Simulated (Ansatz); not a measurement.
Gas-phase electronic energies from Ansatz, PBE0-D4/def2-TZVP geometries. CBS: MP2 limit from def2 TZ/QZ plus the TZ coupled-cluster correction, frozen cores. This one scheme is used for every species. DFT in def2-TZVPP. One conformer a species, not always the lowest.

Reaction (ligand exchange at the Si–N bond): `CN[SiH2]N` + `C=N` → `C=N[SiH2]N` + CH₃NH₂

| level | ΔE (kcal/mol) |
| --- | --- |
| CAM-B3LYP | 3.5 |
| LC-ωPBE | 4.0 |

**Question.** What does CCSD(T)/CBS give? (An estimate is asked.)

**Answer.** Ansatz gave: +3.9 kcal/mol. The listed levels differ from it by -0.4, 0.1 kcal/mol.

Largest T1 diagnostic among the species: 0.012.

Leaving LDA and LC-ωPBE aside and taking each functional with its dispersion term where it has one, the values, not all of them listed here, spread over 0.6 kcal/mol, from BLYP-D4 to CAM-B3LYP-D4. LDA lies +1.0 kcal/mol from PBE without D4.
